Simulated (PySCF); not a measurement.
Unknown compound

The spectra below were simulated for a compound C4H12O2Si2.

1H NMR (400 MHz, computed): δ 5.22 (m, 1H), 5.21 (s, 3H), 5.20 (m, 1H), 4.85 (s, 2H), 4.47 (s, 2H), 2.12 (s, 3H).

13C{1H} NMR (computed): δ 154.7 (C), 118.1 (CH2), 70.0 (CH2), 22.0 (CH3).

Equivalent nuclei averaged, one computed conformer, no relativistic terms, in vacuum. NMR shieldings at PBE0/pcSseg-1/GIAO; geometry from GFN2-xTB; PySCF 2.14.

Scale: TMS for 1H (σ = 31.72 ppm) and 13C (σ = 186.93 ppm) (reference shieldings calculated alike).

Deduce the structure.

Results:


1. Rings plus π bonds: 1 (no ring in the answer).
2. 4 carbon signals for 4 carbons: no two carbons are equivalent.
3. Carbon types of the structure: 1 × C, 2 × CH2, 1 × CH3, leaving 5 H on heteroatoms.
4. δC 154.7: fully substituted alkene carbon; as expected for a trigonal carbon in a double bond.
5. δC 118.1: terminal =CH2 carbon; an sp2 carbon of a C=C bond.
6. δC 70.0: allylic sp3 CH2 bonded to O; the inductive effect lowers its shielding.
7. δC 22.0: allylic methyl carbon; a saturated carbon with 1 carbon neighbour and no heteroatom attached.
8. δH 5.22, 5.20: hydrogen on a terminal =CH2 carbon; attached to an sp2 carbon and in the plane of the double bond.
9. δH 4.47: hydrogen on an allylic sp3 CH2 bonded to O; its carbon carries O, which withdraws density.
10. δH 2.12: hydrogen on an allylic methyl carbon; allylic position.

The compound is `C=C(C)CO[SiH2]O[SiH3]`.

This is the structure that produced the data.

Shifts are as computed. Against solution values, carbons near 30 ppm lie about +3 ppm off and those near 130 ppm about +5 ppm. Of 1309 compounds with measured shifts, 239 miss one by over three times the rms of a fit or turn the order of signals round; such compounds aren't used in these exercises. No couplings were computed; multiplicities are counted from neighbouring protons, with m where these are inequivalent, close in shift, in a saturated or five-membered ring or joined by F or P, and br s for small geminal =CH2 splittings.
